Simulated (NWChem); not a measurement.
System: GaSiH5O; SMILES [SiH3][O][GaH2]

```xyz
8

Ga     0.0499    -1.2153    -0.0166
H     -1.4793    -1.4514    -0.2434
H      1.2098    -2.2443     0.1396
O      0.5765     0.4885     0.0821
Si     0.0373     2.0492     0.0250
H      0.3500     2.7466     1.3098
H     -1.4450     2.1112    -0.1953
H      0.7085     2.7824    -1.0916
```
Atoms are numbered in this order, from 1.

Program: NWChem. Pople sets run with spherical d functions. The geometry was optimised at PBE0/def2-SVP. Vzz is the largest principal value of the second derivative of the potential at the nucleus (NWChem prints the opposite sign); η is the asymmetry. Non-relativistic.

| level | Vzz Ga1 (a.u.) | η Ga1 | Vzz O4 (a.u.) | η O4 |
|---|---|---|---|---|
| Hartree-Fock/def2-SVP | (withheld) | (withheld) | (withheld) | (withheld) |
| Hartree-Fock/cc-pVTZ | 3.294 | 0.41 | 0.899 | 0.22 |
| PBE/6-31G* | 2.358 | 0.47 | 0.874 | 0.36 |
| PBE/def2-SVP | 2.459 | 0.63 | 0.890 | 0.34 |

Task: Fill in the missing entries.

Result: 
- Hartree-Fock/def2-SVP, Vzz Ga1 (a.u.): 2.847
- Hartree-Fock/def2-SVP, η Ga1: 0.57
- Hartree-Fock/def2-SVP, Vzz O4 (a.u.): 0.939
- Hartree-Fock/def2-SVP, η O4: 0.17
